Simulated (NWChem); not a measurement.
Everything below was run with NWChem. System: HAlF$_{2}$O, charge 1, spin multiplicity 2, at the geometry of a parent with another charge or spin, in a state set for the comparison that need not be this species' ground state. Its SCF solution wasn't tested for a lower state. Level: UMP2/cc-pVTZ, 8 core orbitals frozen.

The NWChem input:

```
start mol
memory heap 200 mb stack 900 mb global 1100 mb
charge 1
geometry units angstroms nocenter noautoz
  Al    -0.011640    -0.007268     0.000000
  F      0.902848    -1.385741     0.000000
  F     -1.654879    -0.160256     0.000000
  O      0.664638     1.533261     0.000000
  H      1.602495     1.742363     0.000000
  symmetry group Cs
end
basis spherical
  * library cc-pvtz
end
scf
  uhf
  nopen 1
  maxiter 100
  thresh 1e-7
  semidirect memsize 60000000 filesize 0
  # guess.movecs holds the orbitals of an unrestricted PBE0 run
  vectors input guess.movecs output mol.movecs
end
mp2
  freeze core 8
end
task mp2 energy
```

Part of the output:

```
             Northwest Computational Chemistry Package (NWChem) 7.3.0
             --------------------------------------------------------

                                NWChem Input Module
                                -------------------

 Scaling coordinates for geometry "geometry" by  1.889725989
 (inverse scale =  0.529177249)

 Turning off AUTOSYM since
 SYMMETRY directive was detected!

                             Geometry "geometry" -> ""
                             -------------------------

 Output coordinates in angstroms (scale by  1.889725989 to convert to a.u.)

  No.       Tag          Charge          X              Y              Z
 ---- ---------------- ---------- -------------- -------------- --------------
    1 Al                  13.0000    -0.01164000    -0.00726800     0.00000000
    2 F                    9.0000     0.90284800    -1.38574100     0.00000000
    3 F                    9.0000    -1.65487900    -0.16025600     0.00000000
    4 O                    8.0000     0.66463800     1.53326100     0.00000000
    5 H                    1.0000     1.60249500     1.74236300     0.00000000

 Effective nuclear repulsion energy (a.u.)     159.0874020427

            Nuclear Dipole moment (a.u.)
            ----------------------------
        X                 Y               Z
 ---------------- ---------------- ----------------
     0.0000000000    -0.0000113384     0.0000000000

      Symmetry information
      --------------------

 Group name             Cs
 Group number              2
 Group order               2
 No. of unique centers     5

      Symmetry unique atoms

     1    2    3    4    5


 Summary of "ao basis" -> "" (spherical)
 ------------------------------------------------------------------------------
       Tag                 Description            Shells   Functions and Types
 ---------------- ------------------------------  ------  ---------------------
 *                          cc-pvtz                   on all atoms

 Summary of "ao basis" -> "ao basis" (spherical)
 ------------------------------------------------------------------------------
       Tag                 Description            Shells   Functions and Types
 ---------------- ------------------------------  ------  ---------------------
 Al                         cc-pvtz                 12       34   5s4p2d1f
 F                          cc-pvtz                 10       30   4s3p2d1f
 O                          cc-pvtz                 10       30   4s3p2d1f
 H                          cc-pvtz                  6       14   3s2p1d

                                 NWChem SCF Module
                                 -----------------

  ao basis        = "ao basis"
  functions       =   138
  atoms           =     5
  alpha electrons =    20
  beta  electrons =    19
  charge          =   1.00
  wavefunction    = UHF
  use symmetry    = T
  symmetry adapt  = T

 Summary of "ao basis" -> "ao basis" (spherical)
 ------------------------------------------------------------------------------
       Tag                 Description            Shells   Functions and Types
 ---------------- ------------------------------  ------  ---------------------
 Al                         cc-pvtz                 12       34   5s4p2d1f
 F                          cc-pvtz                 10       30   4s3p2d1f
 O                          cc-pvtz                 10       30   4s3p2d1f
 H                          cc-pvtz                  6       14   3s2p1d
[...]
   -------------------------------------

    Atom       Charge   Shell Charges
 -----------   ------   -------------------------------------------------------
    1 Al  13     5.91   1.00  0.97  0.20  0.06 -0.01  2.62  0.33  0.40  0.02  0.05  0.19  0.08
    2 F    9     4.66   0.97  0.53  0.13  0.31  0.77  1.25  0.70  0.00  0.00  0.00
    3 F    9     4.66   0.97  0.53  0.13  0.31  0.77  1.25  0.70  0.00  0.00  0.00
    4 O    8     3.40   0.98  0.51  0.12  0.24  0.46  0.79  0.29  0.00  0.01  0.00
    5 H    1     0.36   0.12  0.19  0.00  0.01  0.03  0.00

   Mulliken analysis of the spin density
   -------------------------------------

    Atom       Charge   Shell Charges
 -----------   ------   -------------------------------------------------------
    1 Al  13    -0.01  -0.00 -0.00 -0.01 -0.00  0.00  0.00 -0.01 -0.00 -0.00  0.00  0.01  0.01
    2 F    9    -0.00   0.00 -0.00  0.00 -0.00 -0.00  0.00  0.00 -0.00 -0.00 -0.00
    3 F    9     0.00  -0.00  0.00  0.00 -0.00  0.00  0.00  0.00 -0.00 -0.00 -0.00
    4 O    8     1.05  -0.00  0.03  0.01  0.01  0.31  0.51  0.18 -0.00 -0.00 -0.00
    5 H    1    -0.04  -0.01 -0.03 -0.00  0.00  0.00  0.00

       Multipole analysis of the density wrt the origin
       ------------------------------------------------

     L   x y z        total         alpha         beta         nuclear
     -   - - -        -----         -----         ----         -------
     0   0 0 0      1.000000    -20.000000    -19.000000     40.000000

     1   1 0 0      1.953985      0.355417      1.598568      0.000000
     1   0 1 0      2.645588     -0.099667      2.745266     -0.000011
     1   0 0 1      0.000000     -0.000000      0.000000      0.000000

     2   2 0 0    -16.740050    -77.244428    -75.508649    136.013027
     2   1 1 0      6.411743     -2.260539      1.271062      7.401221
     2   1 0 1     -0.000000      0.000000     -0.000000      0.000000
     2   0 2 0    -14.155239    -81.525164    -73.177420    140.547345
     2   0 1 1      0.000000      0.000000     -0.000000      0.000000
     2   0 0 2    -14.326674     -7.723560     -6.603114      0.000000

                   NWChem MP2 Semi-direct Energy/Gradient Module
                   ---------------------------------------------

  Basis functions       =    138
  Molecular orbitals    =    138
  Frozen core           =      8
  Frozen virtuals       =      0
  Active alpha occupied =     12
  Active beta occupied  =     11
  Active alpha virtual  =    118
  Active beta virtual   =    119
  Use MO symmetry       = T
  Use skeleton AO sym   = T

  AO/Fock/Back tols     =   1.0D-09  1.0D-09  1.0D-09

 GA uses MA = F    GA memory limited = T

 Available:
  local mem=  1.26D+08
 global mem=  1.44D+08
 local disk=  0.00D+00
  mp2_memr nvloc                   118
  nvloc new                   118
   1 passes of  12:        5242880                     109621                  42235647.
   1 passes of  12: M    126150363           G      144141112           F     120907483.

 Semi-direct pass number   1 of   1  for UHF alpha       at        8.0s
  vrange nnbf                  8766
  mp2_eaftype                   161  avail_ma_in_mb                  1099
 EAF : mp2_eaftype filesize         161   21117823.
  mp2_eaf for mointskh                    161
Node 0 wrote     99.3 Mb in      0.0 s     Agg I/O rate:  3736.2 Mb/s
 Done moints_semi at       17.9s
  mp2_eaftype                   161  avail_ma_in_mb                   938
 EAF : mp2_eaftype filesize         161   21117823.
  mp2_eaf for kh                   161
 Done maket at       18.2s
 Done multipass loop at       18.2s

 GA uses MA = F    GA memory limited = T

 Available:
  local mem=  1.26D+08
 global mem=  1.44D+08
 local disk=  0.00D+00
  mp2_memr nvloc                   119
  nvloc new                   119
   1 passes of  11:        5242880                     104273                  39046576.
   1 passes of  11: M    126150363           G      144141112           F     120907483.

 Semi-direct pass number   1 of   1  for UHF beta        at       18.3s
  vrange nnbf                  8766
  mp2_eaftype                   148  avail_ma_in_mb                  1099
 EAF : mp2_eaftype filesize         148   19523288.
  mp2_eaf for mointskh                    148
Node 0 wrote     91.8 Mb in      0.0 s     Agg I/O rate:  3296.6 Mb/s
 Done moints_semi at       27.8s
  mp2_eaftype                   148  avail_ma_in_mb                   951
 EAF : mp2_eaftype filesize         148   19523288.
  mp2_eaf for kh                   148
 Done maket at       28.1s
 Done multipass loop at       28.1s

          -------------------------------------------
          SCF energy                -516.157069915565
          Correlation energy          -0.758436444208
          Singlet pairs                0.000000000000
          Triplet pairs                0.000000000000
          Total MP2 energy          -516.915506359773
          -------------------------------------------

          ---------------------------------------------------
                    Spin Component Scaled (SCS) MP2
          Same spin pairs                     -0.195280986225
          Same spin scaling factor             0.333333333333
          Opposite spin pairs                 -0.563155457983
          Opposite spin scaling fact.          1.200000000000
          SCS-MP2 correlation energy          -0.740880211655
          Total SCS-MP2 energy              -516.897950127220
          ---------------------------------------------------

 -----------------------
 Performance information
 -----------------------

 Timer overhead =  1.91D-07 seconds/call

               Nr. of calls         CPU time (s)                 Wall time (s)                GFlops
             ---------------    -------------------     ------------------------------   -------------------
Name         Min   Avg   Max    Min     Avg     Max     Min     Avg     Max   Mx/calls   Min     Max     Sum
mp2: moin     2     2     2    19.     19.     19.      19.     19.     19.     9.7      0.0     0.0     0.0
mp2: make     2     2     2   0.60    0.60    0.60     0.60    0.60    0.60    0.30      0.0     0.0     0.0
mp2: tota     1     1     1    20.     20.     20.      20.     20.     20.     20.      0.0     0.0     0.0

 The average no. of pstat calls per process was 5.00D+00
 with a timing overhead of 9.55D-07s

 Task  times  cpu:       28.1s     wall:       28.1s

 Total times  cpu:       28.1s     wall:       28.1s
```
